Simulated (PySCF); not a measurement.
**Assigning NMR signals**

Atoms are numbered as in `[CH3:1][C@:2]1([F:3])[CH2:4][C@@H:5]([C:6]([F:7])([F:8])[F:9])[CH2:10]1`; H(Xn) means a hydrogen on atom n. Ha(C4), Ha(C10) are cis to C6 on the ring; Hb(C4), Hb(C10) are trans to C6 on the ring.

[PySCF 2.14.0 with density-fitted response routines: shieldings: GIAO CAM-B3LYP/pcSseg-1; geometry from PBE0-D3(BJ)/def2-SVP; fast rotation and ring inversion assumed for equivalent nuclei; non-relativistic Hamiltonian; gas phase; a single conformation]

Scale: ¹³C (182.45 ppm) and ¹H (31.33 ppm) vs TMS (reference shieldings calculated alike).

Problem. Assign these signals to the numbered atoms. ¹³C{¹H} NMR (computed): δ 134.2, 87.7, 37.2, 30.2, 25.7.

Solution. 
| δ (ppm) | atoms | environment | reason |
| --- | --- | --- | --- |
| 134.2 | C6 | CF3 carbon | 3 electronegative neighbours deshield it |
| 87.7 | C2 | fully substituted sp3 carbon bonded to F | pulled downfield by the heteroatom |
| 37.2 | C4/C10 | sp3 CH2 in a ring | a saturated carbon with 2 carbon neighbours and no heteroatom attached |
| 30.2 | C5 | sp3 CH in a ring | saturated and bonded to C and H only |
| 25.7 | C1 | methyl carbon | aliphatic region, no heteroatom directly attached |

Problem. Assign these signals to the numbered atoms. ¹H NMR (300 MHz, computed): δ 2.34 (m, 2H), 1.96 (m, 2H), 1.83 (m, 1H), 1.39 (m, 3H).

Solution. 
2.34 → Ha(C4)/Ha(C10), hydrogen on an sp3 CH2 in a ring
1.96 → Hb(C4)/Hb(C10), hydrogen on an sp3 CH2 in a ring
1.83 → H(C5), hydrogen on an sp3 CH in a ring
1.39 → H(C1), hydrogen on a methyl carbon

Splittings by ¹⁹F in the carbon and heteronuclear signals aren't shown, as no couplings were computed. Shifts are as computed, not scaled to solution data. Of 1211 compounds with measured shifts, 218 miss one by over three times the rms of a fit or turn the order of signals round; such compounds aren't used in these exercises. Multiplicities follow the n + 1 count of equivalent neighbours, as no J values were calculated; m marks all less simple cases, F and P coupling included.
